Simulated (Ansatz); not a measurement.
C₂H₁₀OSi₃, SMILES [SiH3][C@H]1O[SiH2]C[SiH2]1.

Geometry optimised at PBE0-D3(BJ)/def2-SVP. The structure was generated by enumeration; whether it is a known compound was not checked. Other conformers were not sampled.

Two levels are set side by side: PBE/def2-SVPD (Ansatz, a program for electronic structure) and CAM-B3LYP/def2-SVPD (Ansatz). Energy differences of separate SCF runs at the same geometry; the states with an electron removed or added have multiplicity 2 and 2. Differences are taken from unrounded values.

```tsv
quantity	CAM-B3LYP	PBE	PBE minus CAM-B3LYP
vertical ionisation energy (eV)	9.28	8.83	-0.45
vertical singlet–triplet gap (eV)	6.19	5.31	-0.88
```
